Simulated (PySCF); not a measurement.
**SbS: one state, many levels of theory**

State: ²Π (doublet), unpaired electrons π ↑. Set-up: PySCF, scalar-relativistic core potentials, basis sets Sb def2-SVPD with ECP28, S def2-SVPD. De refers to Sb + S in their high-spin ground configurations, without counterpoise correction. The functionals are run spin-unrestricted. A positive dipole means Sb(−)S(+). Levels whose curve was spin-contaminated or gave no clean fit are not listed.

| Level | Re (Å) | ωe (cm⁻¹) | De (eV) | μ (D) |
| --- | --- | --- | --- | --- |
| PBE | 2.264 | 465 | 3.82 | -2.38 |
| revPBE | 2.270 | 460 | 3.55 | -2.46 |
| r²SCAN | 2.244 | 486 | 3.45 | -2.45 |
| PBE0 | 2.233 | 498 | 3.36 | -2.57 |
| M06 | 2.246 | 487 | 4.00 | -2.80 |
| MN15 | 2.223 | 504 | 3.34 | -2.71 |
| CAM-B3LYP | 2.224 | 512 | 3.23 | -2.66 |

The bond length runs from 2.223 Å (MN15) to 2.270 Å (revPBE). De spans 3.23 eV (CAM-B3LYP, range-separated hybrid) to 4.00 eV (M06, hybrid meta-GGA).

Spin–orbit coupling is left out, which matters for elements this heavy, above all for dissociation energies. The state is the lowest determinant that a PBE0 search found; another state may lie lower at other levels.
